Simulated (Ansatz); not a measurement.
The multiplicity is imposed and other spin states were not computed.

Species: [Cu(NH3)(CH3)] (charge 0, multiplicity 1), formula CH6CuN.

### Question
How many basis functions does frozen-core CCSD(T)/def2-TZVPP // TPSS-D3(BJ)/def2-SVP in Ansatz (a quantum-chemistry and plane-wave program) use, how many core orbitals are frozen, and how many electrons are correlated?

### Answer
210 basis functions and 7 frozen orbitals, which leaves 34 correlated electrons. Core time is of the order of minutes.
